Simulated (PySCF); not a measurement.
This script is equivalent to a calculation on Mn⁺ (manganese, charge +1).

```python
from pyscf import gto, scf, dft, mp, cc
import basis_set_exchange as bse
mol = gto.M(atom="Mn 0 0 0", charge=1, spin=6, symmetry="D2h",
            basis=gto.basis.parse(bse.get_basis("jorge-DZP-DKH", elements=["Mn"], fmt="nwchem", header=False)),
            nucmod="G")
mf = dft.UKS(mol, xc="R2SCAN").sfx2c1e()
mf.irrep_nelec = {'Ag': (6, 3), 'B1g': (1, 0), 'B2g': (1, 0), 'B3g': (1, 0), 'B1u': (2, 2), 'B2u': (2, 2), 'B3u': (2, 2)}
mf.kernel()
```

Problem. What total energy does it give?

Solution. -1157.986 hartree (calculated).

Problem. Which occupied shell lies highest, and where?

Solution. 4s α, at -12.266 eV.

Problem. What is ⟨S²⟩, and what would a pure spin state give?

Solution. 12.000, against 12.00.
